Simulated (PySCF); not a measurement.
Job file and geometry (Å, from GFN2-xTB) of an NMR shielding run on C₃H₁₀BFOS, GIAO PBE0/pcSseg-1 NMR shielding, non-relativistic, gas phase in PySCF 2.14.0, density-fitted response routines; density fitting, a coarse starting grid and PySCF grid level 2 are the driver's defaults:

```
$ OMP_NUM_THREADS=1 python probes_run.py task.json out

{"job": {"kind": "nmr", "xc": "PBE0", "basis": "pcSseg-1"}, "charge": 0, "multiplicity": 1}
C      2.404369    -0.077730     0.594175
S      1.879187    -1.173360    -0.773439
B      1.087906    -0.090536    -1.885542
O     -0.882343     0.260275     0.771755
C     -1.402494    -1.060786     0.807549
C     -1.689812     1.162451     0.145983
F     -2.838689     1.395631     0.871399
H      2.964464    -0.684130     1.297977
H      1.517238     0.330394     1.067650
H      3.032039     0.715118     0.201489
H      1.036887     1.054271    -1.660511
H      0.626548    -0.561111    -2.848932
H     -1.610214    -1.418901    -0.205948
H     -2.316960    -1.100913     1.404792
H     -0.634002    -1.679047     1.264368
H     -2.027127     0.824839    -0.849066
H     -1.153992     2.115565     0.085314
```

Q: What does the program print?

A: 
```
coarse grid: 14344 points
cycle   1  E = -717.7465610776  dE =  4.831e-01  |g| = 6.607e-01  |ddm| = 3.344e+00
cycle   2  E = -717.6916539523  dE =  5.491e-02  |g| = 9.008e-01  |ddm| = 9.307e-01
cycle   3  E = -717.8229401652  dE = -1.313e-01  |g| = 6.183e-02  |ddm| = 5.367e-01
cycle   4  E = -717.8235521454  dE = -6.120e-04  |g| = 3.051e-02  |ddm| = 6.512e-02
cycle   5  E = -717.8237063697  dE = -1.542e-04  |g| = 9.888e-03  |ddm| = 2.247e-02
cycle   6  E = -717.8237214417  dE = -1.507e-05  |g| = 2.087e-03  |ddm| = 7.544e-03
cycle   7  E = -717.8237223517  dE = -9.101e-07  |g| = 4.049e-04  |ddm| = 1.940e-03
final grid: 133112 points
cycle   8  E = -717.8832767552  dE = -4.350e-05  |g| = 1.265e-02  |ddm| = 2.692e-02
cycle   9  E = -717.8832529465  dE =  2.381e-05  |g| = 1.694e-02  |ddm| = 1.794e-02
cycle  10  E = -717.8833093887  dE = -5.644e-05  |g| = 1.227e-03  |ddm| = 1.096e-02
cycle  11  E = -717.8833096969  dE = -3.083e-07  |g| = 2.879e-04  |ddm| = 1.118e-03
cycle  12  E = -717.8833097112  dE = -1.433e-08  |g| = 1.143e-04  |ddm| = 2.882e-04
cycle  13  E = -717.8833097134  dE = -2.207e-09  |g| = 2.586e-05  |ddm| = 9.460e-05
cycle  14  E = -717.8833097136  dE = -1.226e-10  |g| = 6.455e-06  |ddm| = 2.434e-05
converged SCF energy = -717.8833097136

GIAO shielding tensors (ppm)
atom      isotropic    diamagn.    paramagn.     s11        s22        s33       span
  0 C      163.561     253.134     -89.573    144.621    155.777    190.286     45.665
  1 S      375.964    1059.582    -683.618     44.662    480.418    602.811    558.148
  2 B       32.812     198.487    -165.675    -43.030     12.932    128.535    171.565
  3 O      267.132     399.374    -132.242    191.441    291.192    318.763    127.321
  4 C      127.120     246.014    -118.894     93.170    111.039    177.152     83.982
  5 C       78.225     243.554    -165.329     50.683     79.241    104.751     54.068
  6 F      351.314     470.321    -119.008    253.247    371.418    429.277    176.030
  7 H       29.632      30.192      -0.561     24.867     27.118     36.911     12.044
  8 H       28.470      33.437      -4.967     22.391     28.370     34.648     12.256
  9 H       29.208      30.413      -1.205     24.826     26.876     35.924     11.098
 10 H       24.796      33.052      -8.256     16.649     28.136     29.603     12.954
 11 H       24.739      30.957      -6.218     18.887     27.249     28.081      9.194
 12 H       28.844      31.179      -2.334     24.828     28.207     33.498      8.671
 13 H       27.731      28.523      -0.792     23.082     26.570     33.539     10.457
 14 H       28.009      30.948      -2.940     24.154     27.376     32.496      8.342
 15 H       26.656      30.267      -3.611     21.764     28.328     29.876      8.112
 16 H       26.043      29.979      -3.936     21.131     27.450     29.546      8.415
```

Size and cost of the density-fitted run: 176 basis functions, 49 s wall time on 1 thread of an Arm Neoverse N1, shared host; peak memory 0.8 GiB.
